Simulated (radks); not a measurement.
The numbers below are computed, except where a source is named.
Q: The cadmium ion Cd27+, configuration [Ar] 3d3 (the NIST ground configuration). Code: a radial shooting solver on a logarithmic mesh with Libxc functionals. Model: scalar-relativistic Kohn-Sham, LDA (Slater exchange, VWN5 correlation), spin-polarised, spherical densities, point nucleus; open shells are filled with parallel spins first (spin-orbit coupling, left out, can overturn this in heavy ions). Some entries of the table are withheld. Estimate them.

| orbital | occ. | eigenvalue (eV) | <r^2> (bohr^2) |
|---|---|---|---|
| 1s up | 1 | -27687.87 | 0.001252 |
| 1s down | 1 | -27687.63 | 0.001252 |
| 2s up | 1 | -5112.526 | 0.02021 |
| 2s down | 1 | -5103.307 | 0.02017 |
| 2p up | 3 | -4716.366 | 0.01589 |
| 2p down | 3 | -4709.237 | 0.01584 |
| 3s up | 1 | -1745.763 | 0.1266 |
| 3s down | 1 | -1735.531 | 0.1272 |
| 3p up | 3 | -1617.788 | (1) |
| 3p down | 3 | -1607.268 | (2) |
| 3d up | 3 | -1439.683 | 0.09976 |
| 3d down | 0 | -1426.981 | 0.1006 |
| 4s up | 0 | -854.7563 | 0.4826 |
| 4s down | 0 | -851.3737 | 0.4856 |
| 4p up | 0 | -804.3851 | 0.4948 |
| 4p down | 0 | -801.0077 | 0.4982 |

A: 
(1) 3p up <r^2> (bohr^2): 0.1228
(2) 3p down <r^2> (bohr^2): 0.1235
